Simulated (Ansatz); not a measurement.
Basis-set series for `[O]=[Mo]([Cl])([Cl])([Cl])[Cl]`. Charge 0, multiplicity 1. Mo takes the def2 core potential. Geometry: relaxed with PBE0-D4/def2-TZVP.

| functional | basis | functions | energy (Eh) | HOMO (eV) | LUMO (eV) |
| --- | --- | --- | --- | --- | --- |
| PBE0-D4 | def2-SVP | 117 | -1983.09657 | -8.91 | -5.67 |
| PBE0-D4 | def2-QZVPP | 418 | -1983.91312 | -8.88 | -5.57 |
| ωB97M-V | def2-SVP | 117 | -1983.57617 | -11.03 | -3.70 |
| ωB97M-V | def2-QZVPP | 418 | -1984.38331 | -11.06 | -3.66 |

Give the rows for def2-TZVPP. (Estimate.)

Ansatz gave: 
| functional | basis | functions | energy (Eh) | HOMO (eV) | LUMO (eV) |
| --- | --- | --- | --- | --- | --- |
| PBE0-D4 | def2-TZVPP | 255 | -1983.84964 | -8.88 | -5.59 |
| ωB97M-V | def2-TZVPP | 255 | -1984.32250 | -11.05 | -3.67 |
